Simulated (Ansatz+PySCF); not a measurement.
The numbers below are computed, except where a source is named.
Several solutions for sextet Mn

A single Mn atom.

Basis set: def2-SVP (spherical functions). Charge 0, multiplicity 6.

UHF was run from several starts with Ansatz (development build ahead of 0.2.0) and PySCF 2.14.0.

| run | program | start | converged | energy (hartree) | <S²> |
| --- | --- | --- | --- | --- | --- |
| A | Ansatz | search for the lowest state | yes | -1149.69728 | 8.77 |
| B | PySCF | program defaults | yes | -1149.55567 | 8.75 |
| C | Ansatz | atomic start, no search | yes | -1149.69728 | 8.77 |
| D | Ansatz | stability test followed | yes | -1149.69728 | 8.77 |
| E | PySCF | guess huckel, instabilities followed | no | – | – |
| F | PySCF | guess minao, instabilities followed | yes | -1149.69728 | 8.77 |
| G | PySCF | guess atom, instabilities followed | yes | -1149.69728 | 8.77 |

Problem. Which runs reached the lowest solution of this kind, and what is wrong with the others?

Solution. A, C, D, F, G reached the lowest solution found. Converged but too high: B by 3.85 eV. Convergence only shows a stationary point, and even a stable one can lie too high; stability tests and further starts are what find lower ones. Not converged: E.
